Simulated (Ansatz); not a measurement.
cyclo-(H2SiO)2 (Si₂O₂H₄). The state is a triplet with charge 0. Geometry PBE0-D4/def2-SVP, that of the neutral singlet; atoms count from 1.

| atom | x (Å) | y (Å) | z (Å) |
| --- | --- | --- | --- |
| Si1 | -1.0718 | 0.1626 | -0.5257 |
| H2 | -2.1196 | 1.0921 | -0.0290 |
| H3 | -1.5198 | -0.5399 | -1.7563 |
| O4 | -0.4611 | -0.8772 | 0.6687 |
| Si5 | 1.0718 | -0.1626 | 0.5257 |
| H6 | 2.1195 | -1.0921 | 0.0289 |
| H7 | 1.5199 | 0.5399 | 1.7563 |
| O8 | 0.4611 | 0.8772 | -0.6687 |

At PBE0-D4/def2-TZVP a singlet of charge 0 lies 6.19 eV below the triplet at the same geometry.

Question: Estimate the Mulliken populations from the PBE0/def2-TZVP orbitals of Ansatz.

Answer: 
| atom | charge (e) | spin (α − β) |
| --- | --- | --- |
| Si1 | 0.19 | 0.57 |
| H2 | 0.07 | 0.12 |
| H3 | 0.07 | 0.12 |
| O4 | -0.32 | 0.18 |
| Si5 | 0.19 | 0.57 |
| H6 | 0.07 | 0.12 |
| H7 | 0.07 | 0.12 |
| O8 | -0.32 | 0.18 |
Mulliken values and Mayer orders depend strongly on the basis.

Question: Where does the spin sit?

Answer: Summed by element: Si 1.15, H 0.49, O 0.36, of 2 unpaired in all. Largest on single atoms: Si1 0.57, Si5 0.57, O8 0.18.

Question: And the Mayer bond orders between bonded heavy atoms (over 0.3)?

Answer: Si1–O4 1.02 (1.70 Å); Si1–Si5 0.56 (2.41 Å); Si1–O8 1.02 (1.70 Å); O4–Si5 1.02 (1.70 Å); Si5–O8 1.02 (1.70 Å).
